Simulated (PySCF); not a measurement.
Two species compared at the same levels of theory.

First species: C8H11ClO.
Z-matrix (Å and degrees, GFN2-xTB geometry), rows numbered from 1:
```
C 
C   1  1.3287
C   2  1.4588  1  124.95
C   3  1.4929  2  116.65  1    34.80
C   3  1.3654  2  120.27  1  -144.99
C   5  1.5054  3  121.82  2     1.30
C   6  1.5297  5  111.28  3    78.56
C   5  1.4518  3  118.50  2   177.05
O   8  1.1939  5  128.94  3     9.27
Cl  8  1.7933  5  114.73  3  -169.34
H   1  1.0771  2  122.68  3     2.04
H   1  1.0764  2  121.24  3   179.56
H   2  1.0814  1  118.58  3  -178.59
H   4  1.0895  3  110.90  2  -120.59
H   4  1.0855  3  111.13  2     1.64
H   4  1.0891  3  109.92  2   122.21
H   6  1.0912  5  109.84  3   -42.71
H   6  1.0885  5  109.67  3  -160.60
H   7  1.0869  6  110.15  5    60.86
H   7  1.0870  6  110.20  5  -179.46
H   7  1.0880  6  110.62  5   -59.20
```

Second species: C9H9N.
InChI=1S/C9H9N/c1-10-9-6-7-2-4-8(9)5-3-7/h2-8H,1H2/t7-,8+

Levels: PBE0/pcSseg-1 for dipole moment, HOMO energy, LUMO energy and HOMO–LUMO gap; GFN2-xTB for rotational constant A and rotational constant C. Geometries: GFN2-xTB. All species are isolated and taken at one optimised geometry, non-relativistic unless stated. Electronic properties by PySCF.

The conformers computed, where there is a choice (atom-mapped SMILES and torsion angles):
- `[CH2:1]=[CH:2]/[C:3]([CH3:4])=[C:5](\[CH2:6][CH3:7])[C:8](=[O:9])[Cl:10]`: C1–C2–C3–C4 35°, C3–C5–C6–C7 79°, C3–C5–C8–O9 9°
- `[CH2:1]=[N:2][C:3]1=[CH:4][C@H:5]2[CH:6]=[CH:7][C@@H:8]1[CH:9]=[CH:10]2`: C1–N2–C3–C4 45°

Task: Which of the two has the higher HOMO energy, and by how much?

Result: The second: -5.82 eV against -7.30 eV, a difference of 1.48 eV.

Task: Which of the two has the higher LUMO energy, and by how much?

Result: The second: -1.03 eV against -2.34 eV, a difference of 1.31 eV.

Task: Which has the higher dipole moment?

Result: The first: 4.23 D against 1.32 D, a difference of 2.91 D.

Task: Which has the higher rotational constant A?

Result: The second: 2.777 GHz against 1.778 GHz, a difference of 0.999 GHz.

Task: Which of the two has the higher HOMO–LUMO gap, and by how much?

Result: The first: 4.96 eV against 4.79 eV, a difference of 0.17 eV.

Task: Which of the two has the higher rotational constant C, and by how much?

Result: The second: 1.158 GHz against 0.577 GHz, a difference of 0.581 GHz.

On the first: The dipole matches unit charges of opposite sign 0.88 Å apart (1 e·Å = 4.8032 D).

On the second: A dipole of 1.32 D is allowed in C1, and pure rotational transitions are dipole-allowed. The dipole matches unit charges of opposite sign 0.27 Å apart (1 e·Å = 4.8032 D).
